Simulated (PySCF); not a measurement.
AlF2, AlBClFH2, B3FH3, BFH (calculated)

All values are calculated (PySCF 2.14.0). Calculation on a computer-drawn molecule: optimised geometry and harmonic frequencies of an isolated molecule of the commonest isotopes, restricted reference for singlets and unrestricted otherwise, frozen core in MP2.

(1) AlF2

Start structure:
```xyz
3
AlF2
F      0.6504    -3.8431     2.5697
Al     0.5949    -3.3814     0.9830
F      1.3230    -3.8333    -0.4594
```

```
charge                                        : 0
multiplicity                                  : 2
method                                        : HF
basis                                         : cc-pV(D+d)Z
rotational constants                          : 43.41, 6.719, 5.818 GHz
total energy                                  : -440.9255 hartree
spin squared                                  : 0.7515
convergence status largest gradient component : 2.671e-05 hartree/bohr
```

Drawn bonds:
| atom | other atom | order |
| --- | --- | --- |
| 1 | 2 | 1 |
| 2 | 3 | 1 |

Optimised structure:
```xyz
3
AlF2
F      0.7364    -3.9079     2.4446
Al     0.4883    -3.2542     0.9517
F      1.3436    -3.8957    -0.3031
```

Modes:
| frequency (cm⁻¹) | reduced mass (dalton) |
| --- | --- |
| 258.7 | 20.76 |
| 780.3 | 20.84 |
| 919.6 | 22.35 |

(2) AlBClFH2

Start structure:
```xyz
6
AlBClFH2
F      1.4116    -0.1657     0.5982
B      0.2766    -0.6347     0.7442
Al    -1.5983    -1.5920     0.8588
Cl     0.3273    -2.3994     0.1261
H     -2.5755    -1.5440    -0.3862
H     -2.0908    -2.2595     2.2166
```

```
charge                                        : 0
multiplicity                                  : 1
method                                        : HF
basis                                         : cc-pV(D+d)Z
rotational constants                          : 6.148, 2.552, 1.854 GHz
total energy                                  : -826.7896 hartree
convergence status largest gradient component : 1.074e-05 hartree/bohr
```

Drawn bonds:
| atom | other atom | order |
| --- | --- | --- |
| 1 | 2 | 1 |
| 2 | 3 | 1 |
| 2 | 4 | 1 |
| 3 | 5 | 1 |
| 3 | 6 | 1 |

Optimised structure:
```xyz
6
AlBClFH2
F      0.9634    -0.0512     0.7351
B      0.3199    -1.1936     0.5364
Al    -1.7819    -1.5178     0.9056
Cl     1.3390    -2.5205    -0.0860
H     -2.8296    -1.2722    -0.2512
H     -2.2599    -2.0401     2.3179
```

Modes:
| frequency (cm⁻¹) | reduced mass (dalton) |
| --- | --- |
| 74.61 | 1.05 |
| 127 | 7.592 |
| 299.2 | 1.796 |
| 321.1 | 13.4 |
| 472.5 | 16.5 |
| 580.2 | 2.245 |
| 616.9 | 1.215 |
| 819.7 | 1.232 |
| 916.1 | 4.596 |
| 1293 | 12.49 |
| 1993 | 1.06 |
| 1994 | 1.025 |

(3) B3FH3

Start structure:
```xyz
7
B3FH3
B     -1.3853    -0.6015    -0.8301
B      0.2274    -1.0650    -1.0278
B      1.5017     0.0895    -1.1891
F      2.3909     0.9222    -1.3018
H     -1.8210    -0.4452     0.2710
H     -2.0757    -0.4519    -1.7934
H      0.6271    -2.1875    -1.0738
```

```
charge       : 1
multiplicity : 1
method       : MP2
basis        : cc-pVDZ
```

Drawn bonds:
| atom | other atom | order |
| --- | --- | --- |
| 1 | 2 | 1 |
| 2 | 3 | 1 |
| 3 | 4 | 1 |
| 1 | 5 | 1 |
| 1 | 6 | 1 |
| 2 | 7 | 1 |

(4) BFH

Start structure:
```xyz
3
BFH
B     -0.8861    -0.3036    -1.4928
F      0.2593     0.0975    -1.1420
H     -1.1330    -0.5784    -2.6295
```

```
charge       : 0
multiplicity : 2
method       : HF
basis        : cc-pVDZ
```

Drawn bonds:
| atom | other atom | order |
| --- | --- | --- |
| 1 | 2 | 1 |
| 1 | 3 | 1 |

## Withheld values
1. B3FH3 (entry 3): rotational constants?
2. What total energy does the calculation give for B3FH3 (entry 3)?
3. BFH (entry 4): total energy?
4. What spin squared does the calculation give for BFH (entry 4)?
5. What rotational constants does the calculation give for BFH (entry 4)?

Calculated values
1. 32.64, 3.319, 3.094 GHz
2. -175.3300 hartree
3. -124.6843 hartree
4. 0.7529
5. 579, 35.45, 33.4 GHz

Further results for B3FH3 (entry 3):

```
convergence status largest gradient component : 4.516e-05 hartree/bohr
```

Optimised structure:
```xyz
7
B3FH3
B     -1.3676    -0.5985    -0.8325
B      0.2311    -1.0675    -1.0284
B      1.4903     0.0778    -1.1877
F      2.3751     0.9433    -1.2997
H     -1.8087    -0.4401     0.2762
H     -2.0657    -0.4468    -1.8013
H      0.6107    -2.2076    -1.0715
```

Modes:
| frequency (cm⁻¹) | reduced mass (dalton) |
| --- | --- |
| 129.6 | 4.209 |
| 235.6 | 1.469 |
| 352.9 | 1.811 |
| 400.3 | 3.988 |
| 451.4 | 1.316 |
| 575.7 | 4.964 |
| 783.8 | 1.426 |
| 820.4 | 1.667 |
| 940.7 | 1.871 |
| 1025 | 2.091 |
| 1138 | 1.23 |
| 1677 | 12.28 |
| 2641 | 1.05 |
| 2708 | 1.091 |
| 2744 | 1.123 |

Further results for BFH (entry 4):

```
convergence status largest gradient component : 1.729e-06 hartree/bohr
```

Optimised structure:
```xyz
3
BFH
B     -0.9046    -0.3094    -1.4946
F      0.2862     0.1079    -1.1280
H     -1.1414    -0.5830    -2.6416
```

Modes:
| frequency (cm⁻¹) | reduced mass (dalton) |
| --- | --- |
| 1066 | 1.255 |
| 1323 | 9.114 |
| 2684 | 1.092 |
